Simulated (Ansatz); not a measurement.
Coupled-cluster run, `[AlH2][S][SnH3]`.

```yaml
crystal:
  periodic: [false, false, false]
  atoms:
    - {symbol: Al, position_ang: [-0.966736, 1.148595, -1.255983]}
    - {symbol: S, position_ang: [-1.236179, 0.537409, 0.809002]}
    - {symbol: Sn, position_ang: [0.700907, -0.882466, 1.031138]}
    - {symbol: H, position_ang: [0.287083, 0.591864, -2.051121]}
    - {symbol: H, position_ang: [-2.033969, 2.127120, -1.886750]}
    - {symbol: H, position_ang: [0.593256, -2.155023, -0.097513]}
    - {symbol: H, position_ang: [0.641617, -1.469310, 2.628939]}
    - {symbol: H, position_ang: [2.106319, 0.044711, 0.766287]}
basis:
  gaussian: {orbitals: def2-SVP}
correlation: {method: ccsd_t}
```

```sh
$ ansatz run in.yaml --threads 2 --pin off --events-out ev --progress --plain --max-ram 4352MiB
```

Log, shortened:

```
Functional definition: HF
915 factors; integrals over basis functions are off by at most 9.1e-4 eV
mean field evaluation 1: about -23279.1232 eV, gradient 1.6e1 eV
mean field evaluation 2: about -23279.1366 eV, gradient 1.6e1 eV
mean field evaluation 4: about -23280.3336 eV, gradient 1.7e0 eV
mean field evaluation 8: about -23280.3481 eV, gradient 1.9e-4 eV
mean field -23280.34810534 eV, -855.5370128846 hartree, gradient 6.0e-6 eV, S^2 0.000000; 0 other end points of the search recorded, 0 dependent functions left out
14 core orbitals not correlated: weight in the atoms' cores, before any rotation towards them, 1.000 or more for the frozen orbitals, at most 0.000 for the correlated occupied ones
reference -23280.34810534 eV, -855.5370128846 hartree; 14, 14 occupied and 59, 59 virtual orbitals, 915 factors
second order -8.48202543 eV of doubles, -0.00000000 eV of singles
cycle   1  -9.40873753 eV  change   -9.3e-1 eV  update   8.4e-2
cycle   2  -9.79465454 eV  change   -3.9e-1 eV  update   2.8e-2
cycle   3  -9.83820625 eV  change   -4.4e-2 eV  update   1.1e-2
cycle   4  -9.83387517 eV  change    4.3e-3 eV  update   3.5e-3
cycle   5  -9.83306487 eV  change    8.1e-4 eV  update   1.3e-3
cycle   6  -9.83294337 eV  change    1.2e-4 eV  update   4.5e-4
cycle   7  -9.83296351 eV  change   -2.0e-5 eV  update   1.5e-4
cycle   8  -9.83300825 eV  change   -4.5e-5 eV  update   4.4e-5
cycle   9  -9.83300962 eV  change   -1.4e-6 eV  update   1.4e-5
perturbative correction -0.27475127 eV, -0.0100969229 hartree
Total energy: -23290.45586624 eV, -855.9084662462 hartree
```

Hardware: 2 threads of an Arm Neoverse V1 on a shared host. Wall time 3.5 s, peak host memory 0.28 GiB.

Correlation energy per correlated electron: -0.361 eV. T1 diagnostic: 0.0108.
